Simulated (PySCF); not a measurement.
**ORD: SMILES CB(C)C(=C=CC#N)C#N, C7H7BN2**

Molfile (atoms numbered from 1):
```
C7H7BN2
     RDKit          3D

 17 16  0  0  0  0  0  0  0  0999 V2000
   -1.3340   -1.3393   -0.0128 C   0  0  0  0  0  0  0  0  0  0  0  0
   -1.1176    0.1584    0.3705 B   0  0  0  0  0  0  0  0  0  0  0  0
   -2.2819    1.1973    0.4410 C   0  0  0  0  0  0  0  0  0  0  0  0
    0.3529    0.7033    0.6776 C   0  0  0  0  0  0  0  0  0  0  0  0
    1.3783   -0.1235    0.6404 C   0  0  0  0  0  0  0  0  0  0  0  0
    2.3576   -0.9981    0.6028 C   0  0  0  0  0  0  0  0  0  0  0  0
    3.0831   -1.2972   -0.5893 C   0  0  0  0  0  0  0  0  0  0  0  0
    3.6807   -1.5615   -1.5465 N   0  0  0  0  0  0  0  0  0  0  0  0
    0.5611    2.0884    0.9850 C   0  0  0  0  0  0  0  0  0  0  0  0
    0.6657    3.2162    1.2319 N   0  0  0  0  0  0  0  0  0  0  0  0
   -2.1882   -1.7604    0.5426 H   0  0  0  0  0  0  0  0  0  0  0  0
   -0.4649   -2.0025    0.0943 H   0  0  0  0  0  0  0  0  0  0  0  0
   -1.6463   -1.3598   -1.0741 H   0  0  0  0  0  0  0  0  0  0  0  0
   -3.2731    0.7825    0.2135 H   0  0  0  0  0  0  0  0  0  0  0  0
   -2.3107    1.6601    1.4440 H   0  0  0  0  0  0  0  0  0  0  0  0
   -2.0795    2.0399   -0.2442 H   0  0  0  0  0  0  0  0  0  0  0  0
    2.6448   -1.5291    1.5200 H   0  0  0  0  0  0  0  0  0  0  0  0
  1  2  1  0
  2  3  1  0
  2  4  1  0
  4  5  2  0
  5  6  2  0
  6  7  1  0
  7  8  3  0
  4  9  1  0
  9 10  3  0
  1 11  1  0
  1 12  1  0
  1 13  1  0
  3 14  1  0
  3 15  1  0
  3 16  1  0
  6 17  1  0
M  END
```

Method: TDDFT CAM-B3LYP/aug-cc-pVDZ circular dichroism and optical rotation, one conformer, gas phase in PySCF 2.14.0. Geometry: PBE0-D3(BJ)/def2-SVP.

No stereocentre is labelled: unless the shape is locked (an allene, a helicene, a hindered biaryl), the mirror image is equally populated and a measured rotation or CD is zero.

Problem. Give the optical rotatory dispersion at 633, 589.3, 546, 436, 405, 365, 355 nm.

Solution. [α] in deg dm⁻¹ (g/mL)⁻¹:
| λ (nm) | origin-invariant length gauge | modified velocity gauge | length gauge (centre of mass) | isotropic polarisability (au) |
| --- | --- | --- | --- | --- |
| 633 | +53.9 | +54.1 | +53.7 | 117.1 |
| 589.3 | +64.5 | +64.7 | +64.3 | 117.8 |
| 546 | +78.6 | +78.8 | +78.3 | 118.7 |
| 436 | +148.5 | +148.3 | +147.9 | 122.8 |
| 405 | +187.2 | +186.7 | +186.4 | 124.7 |
| 365 | +266.9 | +265.8 | +265.6 | 128.3 |
| 355 | +295.4 | +294.1 | +294.0 | 129.5 |

Problem. And for the mirror image at 589.3 nm?

Solution. -64.5 deg dm⁻¹ (g/mL)⁻¹ (origin-invariant length gauge): the same size and the opposite sign.

Problem. What is the molar rotation [Φ] = [α]·M/100 of the geometry above at 589.3 nm?

Solution. With M = 129.96 g/mol, +83.8 deg cm² dmol⁻¹ (origin-invariant length gauge).

The first excitation lies at 4.66 eV (266 nm) with R = +0.5 × 10⁻⁴⁰ esu² cm² (velocity form).
